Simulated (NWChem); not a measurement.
# BiHCl2; SMILES [Cl][BiH][Cl]

Results from NWChem. Geometry: optimised at PBE0/def2-SVP. def2 effective core potentials on Bi; no spin-orbit coupling. Ions are spin-unrestricted doublets at the neutral geometry; other ion states weren't tried. Functional: LC-ωPBE (HJS hole) with def2-SVP; rows give the range parameter ω in 1/bohr.

Question: At which range parameter does −ε(HOMO) equal the ΔSCF ionisation energy (optimal tuning)?

Answer: about 0.43 per bohr, by linear interpolation in these runs:
```csv
range parameter (1/bohr),"vertical ionisation energy, ΔSCF (eV)",−ε(HOMO) (eV),ΔSCF minus −ε(HOMO) (eV)
0.10,9.71,8.12,1.59
0.20,9.99,9.24,0.75
0.35,10.46,10.31,0.15
0.60,10.88,11.18,-0.30
```
